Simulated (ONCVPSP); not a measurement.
# Plane-wave convergence, ONCV potential for Ni (Z = 28)

ONCVPSP 4.0.1 input, shortened (lines: element, Z, core and valence counts, functional; n l f; lmax; l rc ep ncon nbas qcut; lloc lpopt rc5 dvloc0; l nproj debl; icmod fcfact rcfact), PBE, scalar-relativistic:

```
  Ni 28.00    3    3        4      upf
    1    0    2.00
    2    0    2.00
    2    1    6.00
    3    0    2.00
    3    1    6.00
    3    2    8.00
    2
    0    1.05    0.00    4    7   10.30
    1    1.10    0.00    3    7   15.30
    2    1.65    0.00    5    9   10.80
    4    5    0.85    0.00
    0    2    3.80
    1    2    2.80
    2    2    2.80
    3    3.00    1.00
```

In the s channel the program set the typed energies aside and used -4.805, 0.250 Ha. In the p channel the program set the typed energies aside and used -3.348, 0.250 Ha.

Task: For each optimised wave give the share of its norm inside rc, the residual kinetic energy above qcut (Ha) and the cutoffs (Ha) for errors of 10, 1, 0.1 and 0.01 mHa per electron.

Result:

| wave | norm inside rc | residual KE | 10 mHa | 1 mHa | 0.1 mHa | 0.01 mHa |
| --- | --- | --- | --- | --- | --- | --- |
| 3s | 0.869 | 9.1e-05 | 34.8 | 44.2 | 53.3 | 113.1 |
| s projector 2 | 0.022 | 3.2e-05 | 22.1 | 38.0 | 48.3 | 75.4 |
| 3p | 0.853 | 8.1e-09 | 31.2 | 39.2 | 71.0 | 87.1 |
| p projector 2 | 0.024 | 8.7e-10 | 22.1 | 31.6 | 39.7 | 71.2 |
| 3d | 0.895 | 1.4e-06 | 38.2 | 45.2 | 50.5 | 54.6 |
| d projector 2 | 0.128 | 1.1e-05 | 38.3 | 46.5 | 52.8 | 59.6 |

The occupied waves need 45 Ha and 71 Ha for 1 and 0.1 mHa.
